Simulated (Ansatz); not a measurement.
`C[NH2+][B-](C)(Cl)Cl`. Charge 0, multiplicity 1.

```
atom    x (Å)    y (Å)    z (Å)
  C1  -0.1833   0.7475  -1.8216
  N2   0.3536  -0.0418  -0.6967
  B3  -0.4053   0.0682   0.7369
  C4   0.3592  -0.8661   1.7701
 Cl5  -0.3170   1.8638   1.1876
 Cl6  -2.1395  -0.4948   0.4035
  H7  -1.2134   0.4421  -1.9892
  H8  -0.1651   1.7973  -1.5388
  H9   0.4136   0.5840  -2.7189
 H10   0.3537  -1.0304  -0.9393
 H11   1.3215   0.2213  -0.5230
 H12   0.3495  -1.9188   1.4658
 H13  -0.1281  -0.8138   2.7455
 H14   1.4006  -0.5585   1.9180
```

Question: What are the harmonic wavenumbers in cm⁻¹ at PBE0-D4/def2-TZVP (Ansatz, finite differences of forces, unscaled)? (Best estimate.)

Answer: Ansatz gave: 96, 178, 191, 217, 237, 245, 297, 297, 441, 494, 618, 687, 795, 937, 956, 1010, 1049, 1094, 1138, 1321, 1339, 1351, 1444, 1455, 1470, 1489, 1505, 1623, 3028, 3086, 3094, 3132, 3176, 3195, 3475, 3544.

Question: Is this a minimum?

Answer: Yes, all 36 modes are real.

Question: Give the ideal-gas thermochemistry at 298.15 K and 1 bar (rigid rotor, harmonic oscillator; point group Cs, symmetry number 1).

Answer: Zero-point energy 297.3 kJ/mol; H(298) − E = 321.4 kJ/mol; entropy 370.3 J/(mol·K), of which translation 169.3, rotation 118.6, vibration 82.3; G(298) − E = 211.0 kJ/mol. Modes under 100 cm⁻¹ are hindered rotations or soft bends, so the harmonic entropy is rough.

Question: And at 400, 500, 600, 800 and 1000 K?

Answer: 
| T (K) | H − E (kJ/mol) | S (J/mol/K) | G − E (kJ/mol) |
| --- | --- | --- | --- |
| 400 | 335.7 | 411.5 | 171.1 |
| 500 | 352.3 | 448.3 | 128.1 |
| 600 | 370.9 | 482.2 | 81.6 |
| 800 | 413.1 | 542.8 | -21.1 |
| 1000 | 460.5 | 595.5 | -135.0 |
